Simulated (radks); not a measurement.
Coherent X-ray form factor from a spherical all-electron density. All-electron calculation, non-relativistic Kohn-Sham, TPSS, spin-polarised, spherical densities, point nucleus; meta-GGA in the generalised Kohn-Sham scheme. Program: a radial shooting solver on a logarithmic mesh with Libxc functionals.

sin(theta)/lambda (1/angstrom),f0 (electrons)
0.05,51.085
0.1,48.678
0.15,45.522
0.2,42.277
0.25,39.278
0.3,36.592
0.4,31.936
0.5,27.961
0.6,24.640
0.8,19.959
1,17.063
1.25,14.335
1.5,11.862
2,7.981

The species is in the configuration that NIST lists as its ground one. Which atom or ion scatters so?

Answer. The iodine ion I+, [Kr] 4d10 5s2 5p4. Extrapolating in s^2 from the first two rows gives f0(0) = 51.9, near the electron count 52; among species with that count, the fall with angle is slower the higher Z, and the table is that of Z = 53; from so few rows the species is fixed only to a neighbour or two.
